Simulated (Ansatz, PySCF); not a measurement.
In(NH2)3 (H6InN3), SMILES [NH2][In]([NH2])[NH2]. Atoms are numbered in the order given.

```xyz
10

In     0.0133    -0.0039     0.0000
N      0.0828     2.0504     0.0000
H     -0.3261     2.4934     0.8222
H     -0.3261     2.4934    -0.8222
N     -0.1186    -1.0103     1.7872
H      0.3112    -0.5333     2.5790
H      0.2300    -1.9681     1.7780
N     -0.1186    -1.0103    -1.7872
H      0.2300    -1.9681    -1.7780
H      0.3112    -0.5333    -2.5790
```
Charge 0, spin multiplicity 1.

Coordinates come from a B3LYP-D3(BJ)/def2-SVP optimisation. The structure was generated by enumeration; whether it is a known compound was not checked. The def2 effective core potentials stand for the cores of In; spin–orbit coupling is left out. The values are those of a single conformer.

Vertical ionisation energy (IE) and electron affinity (EA) in eV. Rows of orbital energies are one-electron estimates. Where ΔSCF, EOM or ADC give a negative EA the extra electron is unbound and the value depends on the basis.

```tsv
level	IE	EA
−ε(HOMO), −ε(LUMO), B3LYP/def2-TZVP (PySCF)	6.54	1.15
−ε(HOMO), −ε(LUMO), PBE/def2-TZVP (PySCF)	5.41	1.67
ΔSCF, PBE0/def2-SVPD (Ansatz), final states of multiplicity 2 and 2	8.81	-0.23
ΔSCF, PBE/def2-SVPD (Ansatz), final states of multiplicity 2 and 2	8.36	-0.07
```

Problem. What vertical singlet–triplet gap does ΔSCF give with PBE0/def2-SVPD (Ansatz, a program for electronic structure) and with PBE/def2-SVPD (Ansatz)? (The exact figures need the calculation; the answer reports its results.)

Solution. 4.18 and 3.66 eV (triplet above singlet where positive).
